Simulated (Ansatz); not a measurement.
`C[NH][Ge]([F])([NH]C)[NH]C`, relaxed with RKS PBE0-D4/def2-TZVP in Ansatz 0.2.0 from a PBE-D4/def2-SVP geometry. The force threshold is 0.005 eV/Å; the program also tests the step.

The species carries charge 0 and has multiplicity 1.

Start:

```xyz
20

C     1.470    1.194   -1.973
N     1.673    0.038   -1.114
Ge    0.455   -0.405    0.186
F     0.996   -2.032    0.632
N    -1.341   -0.660   -0.089
C    -1.858   -1.855   -0.737
N     0.575    0.904    1.434
C    -0.294    1.008    2.593
H     1.101    2.045   -1.364
H     0.741    1.047   -2.808
H     2.431    1.523   -2.428
H     2.051   -0.779   -1.603
H    -1.862    0.194   -0.306
H    -1.232   -2.722   -0.445
H    -2.895   -2.075   -0.400
H    -1.871   -1.815   -1.854
H     1.517    1.284    1.559
H     0.128    0.548    3.518
H    -1.248    0.487    2.374
H    -0.539    2.069    2.828
```

| step | energy (eV) | largest force (eV/Å) | largest move (Å) |
| --- | --- | --- | --- |
| 1 | -66999.5098 | 0.621 | 0.000 |
| 2 | -66999.5939 | 0.273 | 0.052 |
| 3 | -66999.6043 | 0.045 | 0.037 |
| 4 | -66999.6051 | 0.054 | 0.031 |
| 5 | -66999.6067 | 0.024 | 0.066 |
| 6 | -66999.6075 | 0.041 | 0.054 |
| 7 | -66999.6080 | 0.042 | 0.053 |
| 8 | -66999.6083 | 0.029 | 0.036 |
| 9 | -66999.6083 | 0.015 | 0.019 |
| 10 | -66999.6084 | 0.005 | 0.004 |
| 11 | -66999.6084 | 0.002 | 0.003 |

End:

```xyz
20

C     1.354    1.071   -2.028
N     1.646    0.037   -1.054
Ge    0.447   -0.363    0.253
F     1.007   -1.936    0.768
N    -1.316   -0.637   -0.075
C    -1.770   -1.766   -0.863
N     0.539    0.954    1.475
C    -0.267    0.994    2.679
H     0.960    1.953   -1.518
H     0.624    0.779   -2.796
H     2.271    1.382   -2.538
H     2.077   -0.781   -1.458
H    -1.843    0.207   -0.241
H    -1.201   -2.654   -0.583
H    -2.822   -1.978   -0.651
H    -1.665   -1.629   -1.948
H     1.462    1.347    1.585
H     0.200    0.487    3.531
H    -1.224    0.505    2.490
H    -0.477    2.028    2.971
```

Run time 17 s (4 threads of an AMD EPYC 7R13 on a shared host and a share of an NVIDIA H100 80 GB); peak host memory 1.1 GiB.
